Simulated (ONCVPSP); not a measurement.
# silver (Ag), ONCV: configuration errors across variants

silver, optimised norm-conserving Vanderbilt (ONCV), made with ONCVPSP 4.0.1 (PBE, fully relativistic). Core [Ar] 3d10 4s2, reference 4p6 4d10 5s1. Waves: 5s: rc 2.65 bohr, ncon 4, nbas 7, qcut 2.6 1/bohr, 2 projectors, debl 0.8 Ha; 4p: rc 1.30 bohr, ncon 4, nbas 7, qcut 10.9 1/bohr, 2 projectors, debl 3.8 Ha; 4d: rc 1.20 bohr, ncon 5, nbas 8, qcut 8.6 1/bohr, 2 projectors, debl 2.9 Ha. Local part: polynomial inside 0.85 bohr (lpopt 5, dvloc0 0 Ha). Core correction: Teter function, fcfact 3.25, rcfact 1.

Open shells are filled in proportion to 2j + 1.

All-electron excitation energies from the reference (eV): (1) 4p6 4d10 5s0 7.759; (2) 4p6 4d9 5s0 29.875; (3) 4p6 4d8 5s0 66.065; (4) 4p6 4d10 5s0.5 3.018.

1 further variants failed, have other tests or too few solved ones, and are left out.

A true bound ghost makes a file unfit for plane-wave use even where its test errors are small: the radial tests pick states by their node count and pass the ghost by.

Errors AE − PS in meV (a dash: test not solved or not reliable):

```csv
change,(1),(2),(3),(4),bound ghosts,GHOST(+) flags above zero
base,-6.8,+3.6,+16,-1.3,s,s
s: rc 2.16,-8.1,+17,+50,-1.6,s,s
s: rc 2.86,-7.2,-11,-19,-1.3,s,s
s: rc 3.24,-11,-56,-116,-1.8,s,s
s: rc 3.46,-16,-89,-184,-2.6,s,s
s: rc 3.82,-27,-152,-313,-4.4,s,s
```

**Question.** Give the same row for: s: rc 2.6.

**Answer.** -6.9, +7.2, +24, -1.4; bound ghosts: s; GHOST(+) flags above zero: s.
